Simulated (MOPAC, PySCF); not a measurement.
CHNO, SMILES `N=C=O`, neutral singlet in the gas phase. 

Cartesian coordinates (Å):
```xyz
4

N     -0.6696     0.3044    -0.2564
C      0.4902     0.0353    -0.0507
O      1.6355    -0.1065     0.0739
H     -1.4562    -0.2332     0.0610
```
Charge 0, spin multiplicity 1.

All levels are single points at this geometry (PBE0-D3(BJ)/def2-TZVP); Pople sets use spherical d functions. Orbital energies aren't observables, and empty levels follow the basis.

PBE0-D3(BJ)/def2-TZVP in PySCF gives dipole (D) = 2.16.

Problem. Estimate the dipole (D) from each of these levels: PBE-D3(BJ)/def2-TZVP in PySCF; B3LYP/6-311+G** in PySCF; B3LYP/6-31G* in PySCF; BP86/6-31G* in PySCF; M06-2X/6-31G* in PySCF; PBE/6-31G* in PySCF; SVWN5/6-31G* in PySCF; HF/3-21G in PySCF; HF/6-31G* in PySCF; HF/STO-3G in PySCF; AM1 in MOPAC; PM7 in MOPAC.

Solution. 
```json
[
 {"level": "PBE-D3(BJ)/def2-TZVP in PySCF", "dipole (D)": "2.08"},
 {"level": "B3LYP/6-311+G** in PySCF", "dipole (D)": "2.24"},
 {"level": "B3LYP/6-31G* in PySCF", "dipole (D)": "2.19"},
 {"level": "BP86/6-31G* in PySCF", "dipole (D)": "2.13"},
 {"level": "M06-2X/6-31G* in PySCF", "dipole (D)": "2.27"},
 {"level": "PBE/6-31G* in PySCF", "dipole (D)": "2.11"},
 {"level": "SVWN5/6-31G* in PySCF", "dipole (D)": "2.19"},
 {"level": "HF/3-21G in PySCF", "dipole (D)": "2.65"},
 {"level": "HF/6-31G* in PySCF", "dipole (D)": "2.45"},
 {"level": "HF/STO-3G in PySCF", "dipole (D)": "1.79"},
 {"level": "AM1 in MOPAC", "dipole (D)": "2.15"},
 {"level": "PM7 in MOPAC", "dipole (D)": "2.29"}
]
```
